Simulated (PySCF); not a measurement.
**Exact mass, isotope pattern and composition**

Species: `[SiH3]/C=C/[SiH2]P`.

Calculated from isotope tables alone.

Question: Molar mass and exact mass?

Answer: For C2H9PSi2, with standard atomic weights, 2 × 28.085 + 2 × 12.011 + 1 × 30.974 + 9 × 1.008 = 120.238 g/mol. From the most abundant isotopes (28Si, 12C, 31P, 1H), 2 × 27.976927 + 2 × 12.000000 + 1 × 30.973762 + 9 × 1.007825 = 119.9980 u.

Question: Work out the cluster of the molecular ion M+•, one line a nominal mass.

Answer: 
| nominal mass | m/z (centroid) | relative intensity |
| --- | --- | --- |
| 120 | 119.9975 | 100.0 |
| 121 | 120.9978 | 12.4 |
| 122 | 121.9946 | 7.2 |
| 123 | 122.9952 | 0.5 |
| 124 | 123.9917 | 0.1 |

Cut off at 0.1 %. One electron mass, 0.00055 u, is taken off.

Question: Which m/z would the protonated, sodiated and deprotonated molecule have?

Answer: [M+H]+ 121.0053, [M+Na]+ 142.9873, [M−H]− 118.9908, for the monoisotopic species (arithmetic only; whether such ions form is another matter).

Question: What resolving power m/Δm just matches the spacing of the species with one 29Si and with one 13C?

Answer: They lie 0.00379 u apart at mass 121.00, so m/Δm is about 32000.

Question: What share of all molecules is the monoisotopic species?

Answer: 0.922297^2 × 0.9893^2 × 1 × 0.999885^9 = 83.17 %.

Question: Protons, neutrons, electrons, and exact less nominal mass of the monoisotopic species?

Answer: 64 protons, 56 neutrons and 64 electrons; 119.9980 − 120 = -0.0020 u.

Question: Elemental analysis, calculated?

Answer: Si 46.72 %, C 19.98 %, P 25.76 %, H 7.55 %.
